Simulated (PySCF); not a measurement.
# B: excitation energy

B [He] 2s2 2p1 (2P) → B [He] 2s2 3s1 (2S), as a difference of total energies. Computed with PySCF 2.14 in aug-cc-pwCVTZ, with no relativity, point nucleus. Correlated levels: valence and next inner shell: nothing frozen. The calculations carry no spin-orbit coupling.

| method | excitation energy (cm⁻¹) |
| --- | --- |
| UHF | 40646 |
| MP2 (valence and next inner shell) | 41369 |
| SCS-MP2 (valence and next inner shell) | 41176 |
| CCSD (valence and next inner shell) | 40328 |
| CCSD(T) (valence and next inner shell) | 40378 |

Errors of the correlated levels include the incompleteness of this basis.

For comparison: 40030 cm⁻¹ (measured; NIST levels, between the centres of gravity of the two terms).
